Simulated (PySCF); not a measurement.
Compound: C4H5F3O2.
Cartesian coordinates in Å at the GFN2-xTB level; atoms count from 1:
```xyz
14
C4H5F3O2 angstrom
F     -1.728    0.914    2.081
C     -2.080    0.380    0.909
F     -3.153   -0.373    1.130
F     -2.484    1.415    0.147
O     -1.147   -0.359    0.332
C      0.050    0.318   -0.073
C      1.047   -0.683   -0.650
C      1.874   -0.341    0.597
O      0.893    0.630    0.998
H     -0.227    1.195   -0.670
H      1.486   -0.391   -1.598
H      0.659   -1.695   -0.696
H      2.841    0.130    0.419
H      1.970   -1.140    1.333
```

Method used: TDDFT PBE0/def2-SVPD, vertical, gas phase, core orbitals frozen in the response in PySCF 2.14.0, density-fitted response routines.

Each state is given a Gaussian of 0.4 eV full width at half maximum, with ε(max) = 2.175×10⁸ f / Δν̃ (Δν̃ the width in cm⁻¹). The width is an assumption, not a result. The curve ends short of the highest state used, and states not computed would add to its high-energy end.

```tsv
λ (nm)	ε (L mol⁻¹ cm⁻¹)
144.7	845
145.9	614
147.1	505
148.3	471
149.5	477
150.7	515
151.9	588
153.1	685
154.4	779
155.6	818
156.8	791
158.0	705
159.2	580
160.4	443
161.6	316
162.8	210
164.0	130
165.2	75
166.5	38
167.7	18
168.9	8
170.1	4
171.3	1
172.5	1
```

(1) Locate the maxima and give the states behind the curve.

(2) Coming from long wavelengths, where does ε first pass 100 L mol⁻¹ cm⁻¹?

Results:

(1) 156 nm (7.96 eV), ε about 820, made up of S1 (18%) and S2 (79%) (ε in L mol⁻¹ cm⁻¹; maxima over ε = 5, shares over 10%). At its high-energy end, 8.57 eV, the curve is still rising (ε about 850, from S3, S4 and S5). The states used: S1 7.79 eV (f 0.0037); S2 7.99 eV (f 0.0097); S3 8.36 eV (f 0.0051); S4 8.76 eV (f 0.015); S5 8.96 eV (f 0.029); S6 9.17 eV (f 0.0015).

(2) At about 165 nm (7.53 eV), 0.25 eV below S1.

One conformer stands for the species.

Without π bonds the low states may be Rydberg-like; a valence basis with one diffuse set may place them up to an eV too high.
